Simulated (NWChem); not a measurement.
Si2H4OF2; SMILES O[SiH2][SiH](F)F

```xyz
9

O      0.5606     2.3686     0.1839
Si    -0.6355     1.2690    -0.2020
Si     0.0686    -0.8894     0.3970
F     -0.9782    -1.9897    -0.1712
F      1.4880    -1.1541    -0.3487
H      1.3970     2.2790    -0.2832
H     -0.9687     1.2636    -1.6621
H     -1.8399     1.6603     0.5799
H      0.2747    -1.1718     1.8430
```
Atoms are numbered in this order, from 1.

Computed with NWChem. Pople sets run with spherical d functions. The geometry was optimised at PBE0/def2-SVP.

Estimate the computed values for B3LYP/6-31G*. Quantities: highest occupied level (eV); orbital gap (eV); dipole (D).


```
Property                     Value
---------------------------  -----
highest occupied level (eV)  -7.71
orbital gap (eV)              6.82
dipole (D)                    1.02
```
